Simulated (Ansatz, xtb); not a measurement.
C6H5NO: which of two isomers lies lower

Structure I is `N#CC1=C(O)CC=C1`, a singlet and structure II is `N#CC1=C(O)C=CC1`, a singlet. Both are isolated molecules in the gas phase, relaxed with r2SCAN-D4/def2-SVP; the shapes shown needn't be the lowest conformers.

I (Å):

```tsv
atom	x (Å)	y (Å)	z (Å)
C	-1.4175	2.7814	0.8253
C	-0.9300	1.8618	-0.1312
C	-0.4553	0.6119	0.1985
C	-0.0185	-0.1056	-1.0376
C	-0.3007	0.8891	-2.1286
C	-0.8243	2.0146	-1.5915
N	-1.8065	3.4933	1.6674
O	-0.3571	0.0363	1.3935
H	-0.6871	0.6500	2.0722
H	1.0489	-0.3879	-0.9700
H	-0.5751	-1.0541	-1.1573
H	-0.1032	0.7050	-3.1849
H	-1.1320	2.9149	-2.1256
```

II (Å):

```xyz
13

C    -1.7938    2.9505    0.1453
C    -1.0519    1.8412   -0.3023
C    -0.4867    0.8576    0.4773
C     0.1979   -0.1111   -0.3738
C     0.0582    0.2668   -1.6675
C    -0.7397    1.5292   -1.7427
N    -2.4139    3.8814    0.4868
O    -0.5587    0.8062    1.8120
H    -0.0873    0.0266    2.1342
H     0.7300   -0.9914   -0.0027
H     0.4579   -0.2531   -2.5399
H    -1.6552    1.3957   -2.3501
H    -0.1703    2.3416   -2.2333
```

Energies in hartree; the thermal terms are from GFN2-xTB frequencies at re-optimised GFN2-xTB minima (ideal gas, soft modes damped towards free rotors, one conformer each, 298.15 K, 1 atm) and include the zero-point energy:

```
                              I           II
E, CCSD(T)/def2-SVP  −360.315610  −360.312973
    E, MP2/def2-SVP  −360.230303  −360.227706
  E, MP2/def2-TZVPP  −360.885914  −360.884540
  zero-point energy     0.093529     0.093324
       H(298 K) − E     0.101508     0.101346
       G(298 K) − E     0.062335     0.062123
```

Correct the CCSD(T) difference for the basis set by the MP2 change, then work out ΔE, ΔE₀, ΔH and ΔG for I → II in kJ/mol (1 Eh = 2625.50 kJ/mol) and the equilibrium ratio [II]/[I].

1. Differences II − I: CCSD(T) +0.002637, MP2 in the small set +0.002597, MP2 in the large set +0.001374 Eh.
2. ΔE = +0.002637 + (+0.001374 − (+0.002597)) = +0.001414 Eh = +3.71 kJ/mol.
3. ΔE₀ = ΔE + ΔZPE = +0.001414 + (−0.000205) Eh = +3.17 kJ/mol.
4. ΔH = ΔE + (−0.000162) Eh = +3.29 kJ/mol.
5. ΔG = ΔE + (−0.000212) Eh = +3.16 kJ/mol, so ΔS = (ΔH − ΔG)/T = +0.4 J/(mol K).
6. kT = 0.9442 mEh, so K = [II]/[I] = exp(−ΔG/kT) = exp(−1.27) ≈ 0.28.

The two are too close for this level to say which is favoured. An error of 4 kJ/mol in ΔG would change K by a factor of 5. Mirror images and further conformers aren't counted.

As drawn, both hold the same kinds of bond in the same numbers.

Other levels gave ΔE = +4.3 (GFN2-xTB); +9.4 (HF/STO-3G, GFN2-xTB geometries); +3.6 (r2SCAN-D4/def2-SVP//GFN2-xTB); +4.3 (r2SCAN-D4/def2-SVP); +7.1 (HF/def2-SVP); +6.8 (MP2/def2-SVP); +6.9 (CCSD(T)/def2-SVP) kJ/mol. The correlated steps freeze 8 core orbitals. Programs: Ansatz 0.2.0, xtb 6.7.1.
